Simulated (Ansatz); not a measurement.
C$_{2}$H$_{4}$F$_{2}$OSi, SMILES `F[C@@H]1C[Si@@H](F)O1`. Charge 0, multiplicity 1. The structure was optimised at the PBE0-D4/def2-TZVP level.

```xyz
10

F    -1.833   -1.013   -0.503
C    -1.091   -0.083    0.169
C    -0.025    0.549   -0.746
Si    1.134   -0.324    0.415
F     2.035    0.610    1.331
O    -0.302   -0.736    1.145
H    -1.793    0.605    0.648
H    -0.012    1.638   -0.711
H    -0.109    0.211   -1.777
H     1.995   -1.458    0.027
```

(1) What is the dipole moment at B3LYP/def2-TZVPP? (Estimate.)

(2) And with PBE, r2SCAN, ωB97M-V? (An estimate is asked.)

(3) Give the Mulliken charges with B3LYP, r2SCAN, PBE in def2-TZVPP. (An estimate is asked.)

Results:

(1) Ansatz gave: 2.05 D, with components (0.60, 1.33, -1.44) D in this frame, pointing from negative to positive charge.

(2) Computed: PBE 1.91 D, r2SCAN 1.98 D, ωB97M-V 2.05 D.

(3) Computed: 
| atom | B3LYP | r2SCAN | PBE |
| --- | --- | --- | --- |
| F1 | -0.22 | -0.22 | -0.18 |
| C2 | 0.31 | 0.37 | 0.24 |
| C3 | -0.32 | -0.29 | -0.27 |
| Si4 | 0.71 | 0.73 | 0.60 |
| F5 | -0.31 | -0.31 | -0.27 |
| O6 | -0.38 | -0.39 | -0.30 |
| H7 | 0.08 | 0.03 | 0.06 |
| H8 | 0.10 | 0.07 | 0.09 |
| H9 | 0.11 | 0.09 | 0.10 |
| H10 | -0.08 | -0.09 | -0.08 |

B3LYP here is the variant with VWN-RPA as its local correlation; programs differ in this.
